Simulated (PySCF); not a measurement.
All values below come from TPSSh-D3(BJ)/def2-TZVP // CAM-B3LYP-D3(BJ)/def2-TZVP in PySCF. All species are isolated molecules in the gas phase. One relaxed conformer stands for a flexible species; it need not be the lowest. Excitations are Tamm–Dancoff values on a coarser integration grid. The basis has no diffuse functions, so Rydberg states are missing or too high.

Reference species (SMILES): `C=C(Cl)/C=C/[SiH3]` (Cl–C–C–C torsion 0°) (neutral, multiplicity 1).

| Item | Value |
|---|---|
| S1 excitation (TDA) | 5.52 eV |
| S1 oscillator strength | 0.382 |
| HOMO | -6.60 eV |

Changed species: `[SiH3]/C(C=C)=C\Cl` (C–C–C–Si torsion 0°).

### Question
Give the shifts of the S1 excitation (TDA), S1 oscillator strength and HOMO.

### Answer
the S1 excitation (TDA) goes up by 0.12 eV, to 5.64 eV; the S1 oscillator strength goes up by 0.186, to 0.568; the HOMO rises by 0.31 eV, to -6.29 eV.
